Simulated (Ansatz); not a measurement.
A made-up structure of SiH₃Te, doublet:

Si1  (-0.199, -0.806, -0.307)
Te2  (1.249, 1.101, 0.337)
H3  (-1.635, -0.514, -0.026)
H4  (2.461, 1.151, 1.513)
H5  (0.332, 2.163, -0.547)
(Å)

It is relaxed with PBE-D4/def2-SVP and then PBE0-D4/def2-TZVP (Ansatz 0.2.0). Atoms count as bonded within 1.22 times the sum of their covalent radii (H–H: 0.88 Å). The end point is not checked to be a true minimum.

Question: Does its bonding change? (A judgement: the text doesn't fix the answer.)

Answer: Computed: No: no bond forms or breaks.

Where it ends: The first stage lowers the energy by 1.86 eV in 10 steps. It ends as SiH₃Te ([SiH][TeH2]):
Si1  (-0.261, -1.035, -0.490)
Te2  (1.490, 0.908, -0.172)
H3  (-1.190, -0.289, 0.469)
H4  (1.555, 1.185, 1.477)
H5  (0.614, 2.326, -0.315)
(Å)

Labels in which every atom is bracketed show which atoms are joined, not bond orders.

For scale, one of the runs: PBE0-D4/def2-TZVP relaxation, 105 basis functions, launched by `ansatz run in.yaml --threads 2 --pin off --events-out ev --progress --plain --max-ram 4352MiB`. Hardware: 2 CPU threads of an Arm Neoverse V2, shared host. Wall time about 19 s.
